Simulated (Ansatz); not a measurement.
Mulliken charges of `O=COB(O)S` from r2SCAN/def2-TZVPP in Ansatz (PBE0-D4/def2-TZVP geometry).

| atom | x (Å) | y (Å) | z (Å) | charge (e) |
| --- | --- | --- | --- | --- |
| O1 | -0.146 | -0.745 | 1.960 | -0.341 |
| C2 | -0.957 | -0.045 | 1.417 | 0.314 |
| O3 | -0.873 | 0.432 | 0.176 | -0.297 |
| B4 | 0.218 | 0.161 | -0.680 | 0.356 |
| O5 | 1.264 | -0.598 | -0.322 | -0.288 |
| S6 | 0.073 | 0.933 | -2.307 | -0.173 |
| H7 | -1.885 | 0.291 | 1.897 | 0.091 |
| H8 | 1.151 | -0.918 | 0.590 | 0.227 |
| H9 | 1.242 | 0.442 | -2.749 | 0.110 |

Q: By hand: the dipole of these point charges (1 e Å = 4.8032 D).

A: Σ q r = (-0.064, 0.046, -0.022) e Å, of length 0.082 e Å = 0.39 D.

Q: How does the dipole of the full density compare? (An estimate is asked.)

A: Ansatz gave: (-0.158, 0.055, 0.087) e Å, 0.91 D; the point charges give 0.43 times that, at 46° from its direction.

Point charges leave out the atoms' own dipoles, such as those of lone pairs, and Mulliken's split depends on the basis, so the two needn't agree.
